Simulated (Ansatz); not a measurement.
Si20H30⁺, a nanocrystal cut from cubic silicon. Charge 1, multiplicity 2. Geometry PBE-D4/def2-SVP, that of the neutral singlet; atoms count from 1.

Cartesian coordinates in Å:
```
Si 0.416 2.262 1.856
Si 1.289 -1.038 3.762
Si -2.833 0.579 0.614
Si -1.809 -2.644 2.575
Si 3.913 0.732 1.021
Si -0.411 2.212 -1.917
Si 3.124 0.682 -2.582
Si 0.570 -1.018 -0.112
Si -2.707 -2.697 -1.514
Si -0.398 -1.139 -3.930
Si 0.398 1.140 3.929
Si 2.707 2.698 1.514
Si -0.570 1.019 0.111
Si 0.412 -2.212 1.916
Si -3.123 -0.684 2.582
Si -3.914 -0.731 -1.020
Si 2.833 -0.579 -0.613
Si 1.810 2.642 -2.576
Si -1.290 1.038 -3.763
Si -0.416 -2.261 -1.857
H -0.321 3.575 1.999
H 2.792 -0.959 3.705
H 0.919 -1.807 5.009
H -3.566 1.894 0.758
H -1.769 -3.202 3.978
H -2.459 -3.677 1.693
H 4.141 -0.044 2.291
H 5.267 1.120 0.473
H -1.147 3.525 -1.771
H 4.580 1.077 -2.662
H 2.804 -0.127 -3.811
H -2.921 -3.703 -0.414
H -3.254 -3.292 -2.790
H 0.991 -1.065 -4.508
H -1.250 -1.938 -4.888
H 1.250 1.938 4.887
H -0.991 1.067 4.507
H 3.254 3.292 2.791
H 2.922 3.705 0.415
H 1.149 -3.524 1.770
H -2.804 0.125 3.811
H -4.579 -1.079 2.660
H -5.267 -1.120 -0.471
H -4.144 0.045 -2.290
H 3.566 -1.894 -0.755
H 2.460 3.674 -1.692
H 1.771 3.201 -3.979
H -0.923 1.808 -5.010
H -2.793 0.958 -3.703
H 0.321 -3.574 -1.999
```

Single mean-field runs in def2-SVP are fitted with def2-universal-jkfit.

Estimate the Mulliken populations of the heavy atoms from the PBE0/def2-SVP orbitals of Ansatz.


```tsv
atom	charge (e)	spin (α − β)
Si1	-0.03	0.05
Si2	0.06	0.01
Si3	-0.02	0.13
Si4	0.07	0.04
Si5	0.06	0.01
Si6	-0.03	0.06
Si7	0.06	0.01
Si8	-0.25	0.08
Si9	0.07	0.04
Si10	0.06	0.01
Si11	0.06	0.01
Si12	0.07	0.04
Si13	-0.25	0.08
Si14	-0.03	0.06
Si15	0.06	0.01
Si16	0.06	0.01
Si17	-0.02	0.13
Si18	0.07	0.04
Si19	0.06	0.01
Si20	-0.03	0.05
```
Mulliken values depend strongly on the basis.

Where does the spin sit?

Summed by element: Si 0.84, H 0.16, of 1 unpaired in all. Largest on single atoms: Si17 0.13, Si3 0.13, Si8 0.08.

And the Mayer bond orders between heavy atoms (over 0.3)?

Si1–Si11 0.92 (2.36 Å); Si1–Si12 0.89 (2.36 Å); Si1–Si13 0.89 (2.36 Å); Si2–Si11 0.92 (2.36 Å); Si2–Si14 0.93 (2.36 Å); Si3–Si13 0.79 (2.36 Å); Si3–Si15 0.92 (2.36 Å); Si3–Si16 0.92 (2.36 Å); Si4–Si14 0.89 (2.36 Å); Si4–Si15 0.94 (2.36 Å); Si5–Si12 0.94 (2.36 Å); Si5–Si17 0.92 (2.36 Å); Si6–Si13 0.88 (2.36 Å); Si6–Si18 0.89 (2.36 Å); Si6–Si19 0.93 (2.36 Å); Si7–Si17 0.92 (2.36 Å); Si7–Si18 0.94 (2.36 Å); Si8–Si13 0.95 (2.34 Å); Si8–Si14 0.88 (2.36 Å); Si8–Si17 0.79 (2.36 Å); Si8–Si20 0.89 (2.36 Å); Si9–Si16 0.94 (2.36 Å); Si9–Si20 0.89 (2.36 Å); Si10–Si19 0.92 (2.36 Å); Si10–Si20 0.92 (2.36 Å).
